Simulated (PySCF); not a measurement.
MgHCl, SMILES [MgH][Cl].

Coordinates come from a r2SCAN-D4/def2-TZVPD optimisation.

Vertical ionisation energy (IE) and electron affinity (EA) in eV. Rows of orbital energies are one-electron estimates. Where ΔSCF, EOM or ADC give a negative EA the extra electron is unbound and the value depends on the basis.

| level | IE | EA |
|---|---|---|
| −ε(HOMO), −ε(LUMO), r2SCAN/def2-TZVPD (PySCF) | 7.32 | 1.20 |
| −ε(HOMO), −ε(LUMO), PBE0/def2-TZVPD (PySCF) | … | … |

### Question
What belongs in the gaps? (An estimate is asked for; the answer gives what the named calculation found.)

### Answer

- −ε(HOMO), −ε(LUMO), PBE0/def2-TZVPD (PySCF), IE: 8.28
- −ε(HOMO), −ε(LUMO), PBE0/def2-TZVPD (PySCF), EA: 1.03
